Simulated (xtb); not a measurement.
xtb input:

```bash
xtb mol.xyz --gfn 2 --ohess tight --chrg -1 --uhf 0
```
mol.xyz:
```
6

C     -2.37351116    -0.19722892     0.20518510
B     -1.01517538    -0.12356250     0.08544142
I      0.49996270    -1.68697984     0.69868233
I      0.02965829     1.73071537    -0.73163917
H     -3.05929896     0.57752601    -0.09458305
H     -2.86924421    -1.16104809     0.64746579
```

Which total energy does the run end on?

-12.29591 Eh (GFN2-xTB).

It need not be the lowest isomer of its formula. Whether it binds its extra electron was not tested at this geometry.
